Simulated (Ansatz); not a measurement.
**Isomers**

Structures of SiH₃TeO (charge -1), singlet, relaxed at PBE0-D4/def2-TZVPD (vibrations not checked; lower isomers may exist, and structures with a doubtful reference or unclear bonds are left out). Ansatz 0.2.0; basis: def2-TZVPPD; cores frozen in the correlated methods. Filled d shells of the heavier atoms are correlated. Core potentials replace the inner electrons of the atoms past krypton. The def2 sets are not built for correlating such inner shells, so the correlated values are less sure here. B3LYP uses VWN-RPA correlation.

Question: Rank them by CCSD(T) energy, lowest first, and give each one's height above the lowest. Links in brackets join atoms within 1.22 times the sum of their covalent radii (1.1 for two metals). (Judge from chemistry; the value comes from the calculation.)
A.
SiH₃TeO ([OH][SiH][TeH]), total charge -1
```
6
angstrom
O -1.9554 -0.0526 0.1560
Si -0.4803 0.1794 -0.6978
Te 1.3215 -0.6525 1.0987
H -0.2783 -1.2537 -1.2706
H -1.9812 -0.8753 0.6500
H 1.5851 0.8035 1.8651
```
B.
SiH₃TeO ([O][Te][SiH3]), total charge -1
```
6
angstrom
O 1.2314 -2.1043 1.3760
Te -0.2710 -1.8712 0.2726
Si -0.2237 0.5607 -0.2943
H -1.3978 0.8678 -1.1801
H 0.9884 1.0393 -1.0409
H -0.3273 1.5077 0.8667
```
C.
SiH₃TeO ([OH][SiH2][Te]), total charge -1
```
6
angstrom
O 1.1985 -0.2332 0.6118
Si -0.0995 -0.1023 -0.4538
Te -2.1888 0.2103 0.7155
H -0.0275 -1.3350 -1.3113
H 0.2768 1.0087 -1.3940
H 0.8512 -0.1565 1.5057
```

Answer: The calculation gives: C (0.00 kcal/mol), A (37.71 kcal/mol), B (78.92 kcal/mol). Heights count from the lowest.

Question: Do PBE-D4, r2SCAN-D4, PBE0-D4, B3LYP-D4, wB97M-V, HF, MP2 give the same order? (A judgement: the text doesn't fix the answer.)

Answer: The calculation gives: All do.

T1 diagnostic: at most 0.019.

For scale, one of the runs: CCSD(T)/def2-TZVPPD, 198 basis functions, launched by `ansatz run in.yaml --threads 2 --pin off --events-out ev --progress --plain --max-ram 4352MiB`. Hardware: 2 CPU threads of an Arm Neoverse V1, shared host. Wall time 2.4 min; peak host memory 2.6 GiB.
